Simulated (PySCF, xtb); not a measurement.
## Two structures of BH4In

Structure a is a singlet given by its coordinates and structure b is a singlet given by its coordinates. Both are isolated molecules in the gas phase, relaxed with PBE0-D4/def2-SVP.

a (Å):

```xyz
6

B     0.0756    0.7535   -0.5692
In   -0.4494   -1.1331    0.4741
H    -0.2598    1.5972    0.2491
H     1.2791    0.6236   -0.7384
H    -0.6146    0.6836   -1.5758
H    -0.8718   -2.6405    1.3050
```

Close contacts (Å): B1–In2 2.22, B1–H3 1.22, B1–H4 1.22, B1–H5 1.22, In2–H6 1.77.

b (Å):

```xyz
6

B    -0.3867   -0.9325   -0.3740
In   -0.8599    1.3685   -0.8416
H     0.6264   -0.2116   -0.1828
H    -1.3091   -0.4986    0.3631
H    -0.1470   -2.0980   -0.1369
H    -0.7469   -0.7760   -1.5691
```

Close contacts (Å): B1–In2 2.40, B1–H3 1.26, B1–H4 1.26, B1–H5 1.21, B1–H6 1.26, In2–H3 2.27, In2–H4 2.27, In2–H6 2.27.

Q: Which of the two would you expect CCSD(T)/def2-TZVP electronic energies to favour?

A: Structure b; the calculation gives E(b) − E(a) = −119.6 kJ/mol.

The same difference at several levels:

| level | geometry | E(b) − E(a) (kJ/mol) | departure from the last row (kJ/mol) | job, with rough time for the two |
| --- | --- | --- | --- | --- |
| GFN2-xTB | GFN2-xTB | −69.0 | +50.6 | optimisation, 1.5 s |
| HF/STO-3G | GFN2-xTB | −99.0 | +20.6 | single point, 4 s |
| r2SCAN-D4/def2-SVP | GFN2-xTB | −142.2 | −22.5 | single point, 29 s |
| PBE0-D4/def2-SVP | PBE0-D4/def2-SVP | −119.5 | +0.1 | optimisation, 3.1 min |
| HF/def2-TZVP | PBE0-D4/def2-SVP | −115.3 | +4.4 | part of the CCSD(T) run |
| MP2/def2-TZVP | PBE0-D4/def2-SVP | −120.8 | −1.2 | part of the CCSD(T) run |
| CCSD(T)/def2-TZVP | PBE0-D4/def2-SVP | −119.6 |  | single point, 94 s |

None of the levels shown reverses the order. The largest departure from CCSD(T)/def2-TZVP is that of GFN2-xTB, 50.6 kJ/mol. No reliable frequencies are at hand for a or b, so they aren't confirmed as minima.

The correlated steps freeze 5 core orbitals; the filled d shell of In is correlated, in a basis made for valence electrons. Atoms past krypton carry core potentials in the def2 sets, other sets are all-electron and non-relativistic, and no spin–orbit term is included. Programs: PySCF 2.14.0, xtb 6.7.1; the last row on 2 threads of Intel(R) Xeon(R) Processor @ 2.50GHz (Skylake/Cascade Lake) on a shared host.
